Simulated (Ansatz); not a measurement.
Input file for Ansatz (a program for electronic structure): U-B3LYP-D3(BJ)/def2-TZVP on H3O3Re (SMILES [OH][Re]([OH])[OH]), 2S+1 = 3, a spin state set in the input, which need not be the lowest. Elements past Kr take the def2 small-core potentials; no spin–orbit coupling.

Ansatz 0.2 input:
```yaml
crystal:
  periodic: [false, false, false]
  atoms:
    - {symbol: Re, position_ang: [0.05274921, -0.00395018, -0.13916551]}
    - {symbol: O, position_ang: [-1.16442367, -1.48598683, -0.27456586]}
    - {symbol: H, position_ang: [-2.01199426, -1.33959139, 0.13941174]}
    - {symbol: O, position_ang: [0.18358100, 1.47849368, -1.22942452]}
    - {symbol: H, position_ang: [-0.31408343, 2.23108128, -1.13477007]}
    - {symbol: O, position_ang: [1.20431213, -0.25086858, 1.35539537]}
    - {symbol: H, position_ang: [1.94785109, -0.70478151, 1.13393060]}
basis:
  gaussian:
    orbitals: def2-TZVP
hamiltonian:
  xc: b3lyp
  dispersion: d3bj
magnetization: {spin_polarized: true, initial_magnetization: 2}
relax: {f_tol: 0.005, max_steps: 120}
```

Program output:

```
WARN ansatz: RAYON_NUM_THREADS=4 ignored (pool sized by the plan → 4); use --threads N
Functional definition: B3LYP
integrals: 0.06 GiB planned
962 factors; their error is unknown
mean field: 0.77 GiB planned
mean field evaluation 1: about -8310.5062 eV, gradient 6.8e1 eV
mean field evaluation 2: about -8222.5821 eV, gradient 1.7e2 eV
mean field evaluation 4: about -8324.4815 eV, gradient 9.5e0 eV
mean field evaluation 8: about -8324.8749 eV, gradient 1.4e-1 eV
mean field evaluation 16: about -8324.8880 eV, gradient 4.6e-3 eV
mean field evaluation 32: about -8324.8880 eV, gradient 4.5e-5 eV
mean field -8324.88798325 eV, -305.9339905725 hartree, gradient 9.4e-6 eV, S^2 2.007884; 4 other end points of the search recorded, 0 dependent functions left out
the calculation of the forces begins
reference -8324.88824280 eV, -305.9340001111 hartree; 22, 20 occupied and 129, 131 virtual orbitals, 962 factors
relax step   1: F+E_penalty+E_count = -8325.10370186 eV  Δ(F+E_penalty+E_count) = +0.000e0 eV  max|allowed force component| = 4.158e0 eV/Å  Δτ_max = 0.0000 Å  (85 SCF iters, accepted)
these checks for a lower state are left out or cut short: starts, cluster_reference, orbital_swaps, neighbouring_geometries, increment
integrals: 0.06 GiB planned
962 factors; their error is unknown
mean field: 0.77 GiB planned
mean field -8325.25402146 eV, -305.9474422288 hartree, gradient 1.2e-5 eV, S^2 2.007805; 0 other end points of the search recorded, 0 dependent functions left out
the calculation of the forces begins
reference -8325.25428135 eV, -305.9474517795 hartree; 22, 20 occupied and 129, 131 virtual orbitals, 962 factors
relax step   2: F+E_penalty+E_count = -8325.47008691 eV  Δ(F+E_penalty+E_count) = -3.664e-1 eV  max|allowed force component| = 6.671e-1 eV/Å  Δτ_max = 0.1380 Å  (53 SCF iters, accepted)
these checks for a lower state are left out or cut short: starts, cluster_reference, orbital_swaps, neighbouring_geometries, increment
integrals: 0.06 GiB planned
962 factors; their error is unknown
mean field: 0.77 GiB planned
mean field evaluation 64: about -8325.2438 eV, gradient 2.5e-5 eV
mean field -8325.24380982 eV, -305.9470669581 hartree, gradient 2.5e-5 eV, S^2 2.007925; 0 other end points of the search recorded, 0 dependent functions left out
the calculation of the forces begins
reference -8325.24407072 eV, -305.9470765459 hartree; 22, 20 occupied and 129, 131 virtual orbitals, 962 factors
relax step   3: F+E_penalty+E_count = -8325.46000213 eV  Δ(F+E_penalty+E_count) = +1.008e-2 eV  max|allowed force component| = 1.273e0 eV/Å  Δτ_max = 0.1949 Å  (53 SCF iters, rejected (line search))
these checks for a lower state are left out or cut short: starts, cluster_reference, orbital_swaps, neighbouring_geometries, increment
integrals: 0.06 GiB planned
962 factors; their error is unknown
mean field: 0.77 GiB planned
mean field -8325.29235690 eV, -305.9488510301 hartree, gradient 3.2e-5 eV, S^2 2.007851; 0 other end points of the search recorded, 0 dependent functions left out
the calculation of the forces begins
reference -8325.29261739 eV, -305.9488606029 hartree; 22, 20 occupied and 129, 131 virtual orbitals, 962 factors
relax step   4: F+E_penalty+E_count = -8325.50873271 eV  Δ(F+E_penalty+E_count) = -3.865e-2 eV  max|allowed force component| = 1.324e-1 eV/Å  Δτ_max = 0.0974 Å  (49 SCF iters, accepted)
these checks for a lower state are left out or cut short: starts, cluster_reference, orbital_swaps, neighbouring_geometries, increment
integrals: 0.06 GiB planned
962 factors; their error is unknown
mean field: 0.77 GiB planned
mean field -8325.29551355 eV, -305.9489670350 hartree, gradient 1.6e-5 eV, S^2 2.007801; 0 other end points of the search recorded, 0 dependent functions left out
the calculation of the forces begins
reference -8325.29577378 eV, -305.9489765982 hartree; 22, 20 occupied and 129, 131 virtual orbitals, 962 factors
relax step   5: F+E_penalty+E_count = -8325.51190080 eV  Δ(F+E_penalty+E_count) = -3.168e-3 eV  max|allowed force component| = 5.140e-2 eV/Å  Δτ_max = 0.0551 Å  (49 SCF iters, accepted)
these checks for a lower state are left out or cut short: starts, cluster_reference, orbital_swaps, neighbouring_geometries, increment
integrals: 0.06 GiB planned
962 factors; their error is unknown
mean field: 0.77 GiB planned
mean field evaluation 96: about -8325.2961 eV, gradient 1.7e-5 eV
mean field -8325.29609709 eV, -305.9489884798 hartree, gradient 1.1e-5 eV, S^2 2.007839; 0 other end points of the search recorded, 0 dependent functions left out
the calculation of the forces begins
reference -8325.29635753 eV, -305.9489980507 hartree; 22, 20 occupied and 129, 131 virtual orbitals, 962 factors
relax step   6: F+E_penalty+E_count = -8325.51251376 eV  Δ(F+E_penalty+E_count) = -6.130e-4 eV  max|allowed force component| = 2.149e-2 eV/Å  Δτ_max = 0.0156 Å  (51 SCF iters, accepted)
these checks for a lower state are left out or cut short: starts, cluster_reference, orbital_swaps, neighbouring_geometries, increment
integrals: 0.06 GiB planned
962 factors; their error is unknown
mean field: 0.77 GiB planned
mean field -8325.29615083 eV, -305.9489904546 hartree, gradient 2.0e-5 eV, S^2 2.007838; 0 other end points of the search recorded, 0 dependent functions left out
the calculation of the forces begins
reference -8325.29641125 eV, -305.9490000248 hartree; 22, 20 occupied and 129, 131 virtual orbitals, 962 factors
relax step   7: F+E_penalty+E_count = -8325.51259836 eV  Δ(F+E_penalty+E_count) = -8.461e-5 eV  max|allowed force component| = 3.910e-3 eV/Å  Δτ_max = 0.0062 Å  (48 SCF iters, accepted)
integrals: 0.06 GiB planned
962 factors; their error is unknown
mean field: 0.77 GiB planned
mean field evaluation 128: about -8325.2962 eV, gradient 2.3e-3 eV
mean field -8325.29615083 eV, -305.9489904546 hartree, gradient 9.8e-6 eV, S^2 2.007838; 3 other end points of the search recorded, 0 dependent functions left out
the calculation of the forces begins
reference -8325.29641125 eV, -305.9490000248 hartree; 22, 20 occupied and 129, 131 virtual orbitals, 962 factors
Total energy: -8325.51285878 eV, -305.9569543249 hartree
Atom 0 at     0.053830    -0.071678    -0.103412 Å, force     0.000435     0.000759     0.000427 eV/Å
Atom 1 at    -1.218156    -1.412302    -0.369518 Å, force    -0.002785    -0.001926    -0.002525 eV/Å
Atom 2 at    -2.053882    -1.292408     0.107546 Å, force     0.000603    -0.000149     0.001333 eV/Å
Atom 3 at     0.168199     1.373772    -1.279769 Å, force     0.000466     0.001586    -0.002284 eV/Å
Atom 4 at    -0.334089     2.161482    -1.019690 Å, force     0.000039    -0.000580     0.000362 eV/Å
Atom 5 at     1.226394    -0.181759     1.346018 Å, force     0.001561     0.000022     0.003910 eV/Å
Atom 6 at     2.055697    -0.652711     1.169637 Å, force    -0.000319     0.000287    -0.001222 eV/Å
Dipole moment:    -0.139918     0.121636     0.159046 e Å
```

Self-consistency was reached.

Cost: roughly 110 core-seconds.
